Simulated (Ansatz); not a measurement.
Cost and result for the atomization energy of CH5BOSi (`[SiH3]C1BO1`) (9 atoms, 9 bonds).

```xyz
9

Si   -0.9257    0.4481    0.7987
C     0.1919   -0.6519   -0.2146
B     1.4309   -0.1717   -0.9440
O     0.3333   -0.2533   -1.6816
H    -0.7752    0.0612    2.2268
H    -0.5182    1.8656    0.6189
H    -2.3513    0.2973    0.4047
H     0.0497   -1.7284   -0.1168
H     2.5645    0.1332   -1.0921
```

Charge 0, multiplicity 1. The structure was optimised at the PBE0-D4/def2-TZVP level. Program: Ansatz. All runs use 2 threads of an Arm Neoverse V1 on a shared host. Times are those of one run each, without the atoms' runs, and a repeat can differ threefold. Electronic energies, without spin–orbit coupling; frozen cores. CCSD(T)/CBS adds CCSD(T) − MP2 in def2-TZVPP to the MP2 limit, and its time is that of the two runs behind it. T1 = 0.016. B3LYP takes the VWN-RPA correlation (the form of Gaussian; ORCA's B3LYP/G). HSE06 is the plane-wave form, built on full-range PBE exchange.

CCSD(T)/CBS is a level of theory with its own doubt, some kJ/mol a heavy atom from the limit and from the frozen cores, so smaller differences don't rank the functionals.

```csv
level,functions,wall time,atomization (kcal/mol),difference from CCSD(T)/CBS,per bond
BLYP-D4/def2-TZVPP,205,2.7 s,775.8,1.7,0.2
PBE-D4/def2-TZVPP (with forces),205,3.2 s,789.8,15.7,1.7
CCSD(T)/def2-SVP,85,3.2 s,734.5,-39.6,-4.4
PBE0-D4/def2-TZVPP,205,3.4 s,775.7,1.6,0.2
HSE06-D4/def2-TZVPP,205,3.4 s,776.3,2.2,0.2
B3LYP-D4/def2-TZVPP (with forces),205,5 s,776.6,2.5,0.3
r2SCANh-D4/def2-TZVPP,205,5.5 s,775.7,1.6,0.2
r2SCAN-D4/def2-TZVPP (with forces),205,6 s,781.1,7.0,0.8
B2PLYP/def2-TZVPP,205,6.5 s,769.0,-5.1,-0.6
ωB97X-V/def2-TZVPP,205,8.5 s,780.2,6.1,0.7
MP2/def2-QZVPP,391,23 s,780.0,5.9,0.7
CCSD(T)/def2-TZVPP,205,78 s,754.5,-19.6,-2.2
CCSD(T)/CBS(def2),–,100 s,774.1,0.0,0.0
```

From r2SCAN to r2SCAN0 (25 % exact exchange), in def2-TZVPP and without D4, the atomization energy moves by −13.4 kcal/mol: exact exchange takes away binding that semilocal exchange gives to molecules. In def2-TZVPP, CCSD(T) changes the Hartree–Fock value by +183.6 kcal/mol (the triples alone add +11.7 kcal/mol) and MP2 by +197.4 kcal/mol; breaking electron pairs costs correlation energy, which Hartree–Fock lacks. Leaving LDA and LC-ωPBE aside and taking each functional with its dispersion term where it has one, the values, not all of them listed here, spread over 35.2 kcal/mol, from BHLYP-D4 to PBE-D4. LDA lies +99.0 kcal/mol from PBE without D4, its usual overbinding.
